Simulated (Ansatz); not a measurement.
Reaction (substitution at a C–C bond): `CCCOCC` + `[SiH3][SeH]` → `CC[Se][SiH3]` + `CCOC`

Computed with Ansatz on PBE0-D4/def2-TZVP structures; ΔE is electronic, products minus reactants. CCSD(T)/CBS is the MP2 limit (def2-TZVPP, def2-QZVPP) plus CCSD(T) − MP2 in def2-TZVPP, frozen cores. For Se outer-core shells are correlated without core-valence functions, which leaves a few kJ/mol of doubt a bond. Scalar relativity is left out up to krypton. One conformer a species, not always the lowest.

```csv
species,HF/def2-TZVPP energy (Eh)
`CCCOCC`,-271.28595
`[SiH3][SeH]`,-2691.13675
`CC[Se][SiH3]`,-2769.23044
`CCOC`,-193.18653
```

**Question.** Work out ΔE.

**Answer.** ΔE = (-2769.23044) + (-193.18653) − (-271.28595) − (-2691.13675) = 0.00573 Eh = +15.0 kJ/mol. CCSD(T)/CBS gives +10.1 kJ/mol.

Largest T1 diagnostic among the species: 0.010.

In def2-TZVPP, CCSD(T) changes the Hartree–Fock value by −4.3 kJ/mol (the triples alone add −1.6 kJ/mol) and MP2 by −9.4 kJ/mol. From PBE to PBE0 (25 % exact exchange), in def2-TZVPP and without D4, ΔE moves by +3.2 kJ/mol.
